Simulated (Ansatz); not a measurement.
BCl2(SMe) (CH₃BCl₂S). Charge 0, multiplicity 1. Geometry PBE0-D4/def2-SVP.

Cartesian coordinates in Å:
```
B 1.206 0.496 0.794
Cl -0.015 0.729 2.033
Cl 2.876 0.909 1.133
S 0.833 -0.151 -0.824
C -0.956 -0.446 -0.777
H -1.213 -1.163 0.013
H -1.225 -0.865 -1.755
H -1.505 0.492 -0.617
```

B3LYP takes the VWN-RPA correlation.

Estimate the orbital energies around the gap (eV) in Ansatz with HF/6-31G, PBE-D4/def2-SVP, BLYP-D4/def2-TZVP, B97M-V/def2-TZVP, B3LYP-D4/6-31G.


| orbital | HF/6-31G | PBE-D4/def2-SVP | BLYP-D4/def2-TZVP | B97M-V/def2-TZVP | B3LYP-D4/6-31G |
| --- | --- | --- | --- | --- | --- |
| HOMO−13 | -30.55 | -20.49 | -20.46 | -22.10 | -23.13 |
| HOMO−12 | -29.37 | -19.67 | -19.59 | -21.06 | -22.28 |
| HOMO−11 | -24.78 | -16.20 | -16.23 | -17.46 | -18.52 |
| HOMO−10 | -18.57 | -12.29 | -12.26 | -13.14 | -13.93 |
| HOMO−9 | -17.19 | -11.16 | -11.11 | -11.78 | -12.79 |
| HOMO−8 | -16.84 | -10.86 | -10.77 | -11.47 | -12.45 |
| HOMO−7 | -16.32 | -10.79 | -10.75 | -11.38 | -12.35 |
| HOMO−6 | -15.14 | -9.74 | -9.68 | -10.31 | -11.24 |
| HOMO−5 | -14.63 | -9.16 | -9.11 | -9.74 | -10.70 |
| HOMO−4 | -13.34 | -8.47 | -8.43 | -9.05 | -9.78 |
| HOMO−3 | -13.01 | -7.88 | -7.89 | -8.56 | -9.25 |
| HOMO−2 | -12.63 | -7.55 | -7.55 | -8.15 | -8.88 |
| HOMO−1 | -12.23 | -7.40 | -7.41 | -8.05 | -8.78 |
| HOMO | -10.77 | -6.41 | -6.40 | -6.91 | -7.66 |
| LUMO | 2.30 | -1.66 | -1.83 | -1.65 | -1.31 |
| LUMO+1 | 4.51 | -0.17 | -0.57 | -0.42 | 0.63 |
| LUMO+2 | 5.89 | 1.19 | 0.36 | 0.62 | 1.68 |
| LUMO+3 | 6.79 | 1.71 | 0.99 | 1.24 | 2.84 |
| LUMO+4 | 6.88 | 2.33 | 1.51 | 1.79 | 3.10 |
| LUMO+5 | 7.64 | 2.55 | 1.72 | 1.96 | 3.69 |
